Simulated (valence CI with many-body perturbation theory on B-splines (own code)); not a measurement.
Results of a calculation; reference values are marked as such.
## Xe48+: magnetic and hyperfine properties of the levels

Method: valence CI with perturbative core correlation (CI+MBPT): four valence electrons over a frozen Dirac-Fock core [He], radial functions for each j: 11 s, 11 p, 9 d, 7 f, 5 g, 2 h, 1 i, with the one-electron correlation potential Σ1 (screened to all orders), the two-electron term Σ2, the three-electron term Σ3, Breit, model QED; selected single and double excitations, second order for the rest (own B-spline code, finite nucleus).

No measured spectrum was set against this ion. As an estimate, large intervals hold to a few tenths of a per cent, small ones and those within an open d or f shell to about a per cent. Among the levels kept, up to 270 cm⁻¹ of a level comes from second order outside the variational space, and about a tenth of that is noise between levels of different J, which matters for small intervals.

A/g_I is the dipole constant over the nuclear g factor μ/I (μ in nuclear magnetons, uniformly magnetised nucleus), B/Q the quadrupole constant per barn. Both hold the static response of the core; the bare values leave it out. Large factors of s and p1/2 electrons are usually good to 5 to 10 %; those of open d and f shells near neutrality can be off by tens of per cent, and small factors of p3/2, d and f electrons come from cancelling terms and can be off by a factor of two or in sign, in half-filled shells by more. B is blank for J = 1/2, where it vanishes, and for nearly pure S terms. Energies count from the lowest level. Levels with J = 0 are left out.

Levels are named by their leading jj configuration (3d3/2^4 stands for four electrons in 3d with j = 3/2), which in mixed levels can hold well under half, so a name can repeat and another be missing. Letters in brackets count levels of one name in rising energy.

```csv
Level,E (eV),g,A/g_I (MHz),A/g_I bare,B/Q (MHz/b),B/Q bare
(2s^2 2p1/2 2p3/2) J=1,332.6,1.484,-124000,-111000,291000,291000
(2s^2 2p1/2 2p3/2) J=2,348.2,1.166,727000,730000,504000,505000
(2s 2p1/2^2 2p3/2) J=2,518.4,1.572,1750000,1740000,507000,509000
(2s 2p1/2^2 2p3/2) J=1,579.2,1.081,-1150000,-1110000,377000,378000
(2s^2 2p3/2^2) J=2,693.3,1.296,311000,319000,75200,75400
(2s 2p1/2 2p3/2^2) J=2 [a],835.0,1.542,1300000,1290000,213000,213000
(2s 2p1/2 2p3/2^2) J=3,869.8,1.313,1580000,1570000,-1090,-1110
(2s 2p1/2 2p3/2^2) J=1 [a],921.9,1.293,-810000,-781000,-325000,-325000
(2s 2p1/2 2p3/2^2) J=2 [b],932.1,1.073,-38900,-21800,-145000,-145000
(2s 2p1/2 2p3/2^2) J=1 [b],935.5,1.353,3260000,3230000,155000,155000
(2p1/2^2 2p3/2^2) J=2,1132.0,1.333,281000,297000,67900,68000
(2s 2p3/2^3) J=2,1240.1,1.406,1800000,1790000,-581000,-582000
(2s 2p3/2^3) J=1,1297.2,1.200,-1190000,-1150000,-205000,-206000
(2p1/2 2p3/2^3) J=1,1474.0,1.484,-148000,-124000,-287000,-288000
(2p1/2 2p3/2^3) J=2,1490.4,1.129,728000,733000,-645000,-646000
(2s^2 2p1/2 3s) J=1,5041.8,1.322,1920000,1900000,-11800,-11800
(2s^2 2p1/2 3p1/2) J=1,5095.6,0.652,1320000,1310000,-2810,-2810
(2s 2p1/2^2 3s) J=1,5193.9,1.782,1940000,1920000,52500,52600
(2s^2 2p1/2 3p3/2) J=2,5210.0,1.159,575000,574000,157000,157000
(2s^2 2p1/2 3p3/2) J=1,5222.2,1.800,1620000,1600000,29400,29500
(2s^2 2p1/2 3d3/2) J=2,5256.2,0.753,550000,547000,37800,38100
(2s 2p1/2^2 3p1/2) J=1,5262.9,1.243,2300000,2270000,3730,3780
(2s^2 2p1/2 3d3/2) J=1,5280.7,1.009,606000,597000,2050,2160
(2s^2 2p1/2 3d5/2) J=2,5294.6,1.281,-295000,-293000,29300,29700
(2s^2 2p1/2 3d5/2) J=3,5297.5,1.105,356000,354000,21500,21900
(2s 2p1/2^2 3p3/2) J=2,5377.6,1.539,1570000,1550000,160000,160000
(2s 2p1/2^2 3p3/2) J=1,5382.2,1.103,-1400000,-1380000,83200,83300
(2s^2 2p3/2 3s) J=2,5396.5,1.484,692000,694000,582000,583000
(2s^2 2p3/2 3s) J=1,5402.3,1.140,-65400,-50500,304000,305000
(2s 2p1/2^2 3d3/2) J=1,5423.3,0.435,-1470000,-1450000,12100,12200
(2s 2p1/2^2 3d3/2) J=2,5427.7,1.163,1440000,1420000,27600,27900
```

Problem. Take the isotope of mass number 129, with I = 1/2, μ = -0.77796 μN. What is the hyperfine structure of (2s^2 2p3/2^2) J=2?

Solution. From the table A = -484000 MHz. Shifts from the centre of gravity in MHz: F = 3/2: 726000, F = 5/2: -484000.
